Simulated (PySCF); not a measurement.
## Al₂Cl₆: calculation against measurement

Isolated Al₂Cl₆, optimised in PySCF with density fitting and no spin–orbit coupling; def2 sets carry scalar-relativistic core potentials from Rb on. It is a singlet of D2h symmetry: B3LYP/def2-TZVP Al–Cl 2.086 Å (×4), Al–Cl 2.287 Å (×4).

Task: The tabulated gas-phase entropy at 298.15 K and 1 bar is 474.96 J/(mol K) (Chase, 1998, NIST Chemistry WebBook). What do rigid-rotor harmonic-oscillator sums give?

Result: B3LYP/def2-TZVP 474.3 J/(mol K).

Task: ΔfH°(298 K) is -1295.74 kJ/mol (Chase, 1998, NIST Chemistry WebBook), and for the gaseous atoms Al 330.9, Cl 121.3 kJ/mol (tabulated in the package mendeleev). Compare the atomisation enthalpy with the calculations.

Result: From the tables it is 2 × 330.9 + 6 × 121.3 − (-1295.7) = 2685 kJ/mol. To a computed De one adds −ZPE (-28.4), the atoms' spin–orbit lowering from NIST levels (-22.9) and the thermal terms (17.1), all taken at B3LYP/def2-TZVP.
| level | De (kJ/mol) | ΔatH°(298 K) | computed − tabulated |
| --- | --- | --- | --- |
| B3LYP/def2-TZVP | 2561 | 2526 | -159 |

The softest mode, 20 cm⁻¹, is close to the numerical noise.
